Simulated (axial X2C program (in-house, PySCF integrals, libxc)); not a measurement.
SrH⁺: from Re and ωe to a spectrum

A bond curve at the CCSD(T) level, two-component, was computed with an in-house all-electron X2C program for linear molecules (integrals from PySCF) (basis Sr dyall-cv3z [13s12p8d5f1g], H dyall-v3z [6s2p1d] (cores contracted in-house)) for the state Ω = 0 (closed shell). Its fit gives Re = 2.0387 Å, ωe = 1409.5 cm⁻¹, ωexe = 17.7 cm⁻¹ and αe = 7.622e-02 cm⁻¹; the masses are 87.9056 and 1.0078 u. Two-component means X2C with spin–orbit coupling and atomic mean-field Coulomb and Gaunt terms.

Correlated methods: 10 electrons correlated (number of frozen shells: Sr 3 s, 2 p, 1 d; H none), 196 virtual spin orbitals or spinors in MP2, 90 natural virtuals in coupled cluster.

(1) Find the reduced mass, Be and the force constant.

(2) Give B0, the J = 1←0 line in GHz and the most populated J at 300 K (kT = 208.5 cm⁻¹).

(3) Estimate the centrifugal constant by the Kratzer relation.

(4) Where do the fundamental and the first overtone lie?

(5) Scale the constants to the deuteride (D 2.0141 u) within the Born–Oppenheimer picture.

The state is one determinant whose occupation by symmetry is held fixed; it was picked as the lowest of a PBE0 search that is not exhaustive. CCSD and (T) use frozen natural virtuals with an MP2 correction for the truncation; (T) itself is uncorrected, so its De runs slightly low.

Answers

(1) From the CCSD(T) values: μ = 0.9964 u. Be = 16.8576/(μ Re²) = 4.071 cm⁻¹. k = 5.8918×10⁻⁷ μ ωe² = 1.17 mdyn/Å.

(2) B0 = Be − αe/2 = 4.033 cm⁻¹; 2B0 = 241.8 GHz; J(max) ≈ √(kT/2B0) − 1/2 = 4.6, so J = 5.

(3) D = 4Be³/ωe² = 1.36e-04 cm⁻¹.

(4) ν(1←0) = ωe − 2ωexe = 1374.1 cm⁻¹; ν(2←0) = 2ωe − 6ωexe = 2712.8 cm⁻¹.

(5) ρ = √(μH/μD) = 0.7114; ωe = 1002.7, ωexe = 8.96, Be = 2.06 cm⁻¹; the zero-point energy falls by 201 cm⁻¹.
